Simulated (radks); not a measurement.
The numbers below are computed, except where a source is named.
How relativity changes the ionisation of neutral potassium ([Ar] 4s1) to K+ ([Ar]). Spin-unpolarised spherical Kohn-Sham, BLYP, point nucleus unless stated (finite: rms radius 3.4349 fm), a radial shooting solver on a logarithmic mesh with Libxc functionals. A level marked "c x" has the speed of light scaled by that factor.

| level | E(K) (hartree) | E(K+) (hartree) | IE (eV) | HOMO | <r> HOMO (bohr) |
|---|---|---|---|---|---|
| non-rel. | -599.92617 | -599.76669 | 4.340 | 4s | 4.943 |
| scalar-rel. | -602.31021 | -602.15003 | 4.359 | 4s | 4.924 |
| scalar-rel., finite nucleus | -602.30933 | -602.14916 | 4.359 | 4s | 4.924 |
| Dirac | -602.31341 | -602.15323 | 4.359 | 4s1/2 | 4.924 |
| Dirac, finite nucleus | -602.31253 | -602.15236 | 4.359 | 4s1/2 | 4.924 |
| Dirac, c x 0.85 | -603.24242 | -603.08197 | 4.366 | 4s1/2 | 4.917 |
| Dirac, c x 1.25 | -601.44880 | -601.28888 | 4.352 | 4s1/2 | 4.931 |
| Dirac, c x 2 | -600.51877 | -600.35912 | 4.344 | 4s1/2 | 4.939 |

NIST Atomic Spectra Database: 4.341 eV (measured). The relativistic part of the total energy of K is -2.386 hartree (Dirac, finite nucleus), 0.4 % of the non-relativistic value. Spin polarisation and multiplet splitting of open shells are left out at every level.

Beside tabulated values, note that spin-unpolarised runs miss the spin-polarisation part of the exchange energy of open shells.
